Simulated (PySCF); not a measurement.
**Co: excitation energy**

Co [Ar] 3d7 4s2 (4F) → Co [Ar] 3d6 4s2 4p1 (high-spin determinant), as a difference of total energies. Computed with PySCF 2.14 in x2c-QZVPPall, with the spin-free X2C one-electron Hamiltonian (Gaussian nucleus). Correlated levels: valence: [Ar] frozen; valence and next inner shell: [Ne] frozen. The calculations carry no spin-orbit coupling.

```json
{"method": "UHF", "excitation energy (eV)": "5.099"}
{"method": "LDA", "excitation energy (eV)": "7.606"}
{"method": "PBE", "excitation energy (eV)": "7.489"}
{"method": "PBE0", "excitation energy (eV)": "6.986"}
{"method": "r2SCAN", "excitation energy (eV)": "7.205"}
{"method": "MN15", "excitation energy (eV)": "7.096"}
{"method": "r2SCANh", "excitation energy (eV)": "7.048"}
{"method": "TPSS", "excitation energy (eV)": "7.503"}
{"method": "r2SCAN0", "excitation energy (eV)": "6.820"}
{"method": "MP2 (valence)", "excitation energy (eV)": "6.543"}
{"method": "SCS-MP2 (valence)", "excitation energy (eV)": "6.682"}
{"method": "MP2 (valence and next inner shell)", "excitation energy (eV)": "6.731"}
{"method": "SCS-MP2 (valence and next inner shell)", "excitation energy (eV)": "6.739"}
```

Problem. How much does correlation contribute at MP2 (valence and next inner shell)?

Solution. 6.731 − (5.099) = 1.632 eV, measured against UHF.

A first-order spin-orbit estimate (lowest level to lowest level, LS coupling) adds 0.053 eV.

The basis was made for the ground configuration and has no added diffuse functions, so the excitation energy can come out too high.

The determinant of the upper state mixes LS terms, which raises its energy above the lowest term, most at the Hartree-Fock and MP2 levels.
